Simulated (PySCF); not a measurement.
# A small calculation by hand: chemical shift, span and skew from a shielding tensor

C2H4Cl2Si2, SMILES C#C[Si]([SiH3])(Cl)Cl. Atoms are numbered in the order given.

```xyz
10

C      2.0102     2.3627     0.0000
C      1.1741     1.4779     0.0000
Si     0.0016     0.0822     0.0000
Si     1.0719    -1.9945     0.0000
Cl    -1.1985     0.2311     1.6888
Cl    -1.1985     0.2311    -1.6888
H      2.7422     3.1504     0.0000
H      1.9203    -2.1083    -1.2202
H      0.0336    -3.0627     0.0000
H      1.9203    -2.1083     1.2202
```

Coordinates come from a B3LYP-D3(BJ)/def2-SVP optimisation. This is a generated structure with no PubChem entry under its InChIKey; it may be hypothetical.

GIAO shieldings from PBE/pcSseg-1 (PySCF), non-relativistic, no solvent. The symmetric part of the tensor of C1 has the principal values 0.7, 4.8, 221.3 ppm. The same nucleus in TMS has σ = 182.0 ppm at this level (PySCF, at its B3LYP-D3(BJ)/def2-TZVP geometry). Without spin–orbit terms, shifts of atoms bonded to Cl or Br come out too high.

Q: Work out the isotropic shielding, the ¹³C shift against TMS, the span and the skew.

A: 
σ(iso) = (σ11 + σ22 + σ33)/3 = 75.6 ppm. δ = σ(ref) − σ(iso) = 182.0 − (75.6) = 106.4 ppm.
Span Ω = σ33 − σ11 = 220.6 ppm. Skew κ = 3(σ(iso) − σ22)/Ω = 0.96. Tumbling in solution averages the tensor to δ; in a static solid the shielding alone would spread this spin-1/2 line over Ω.
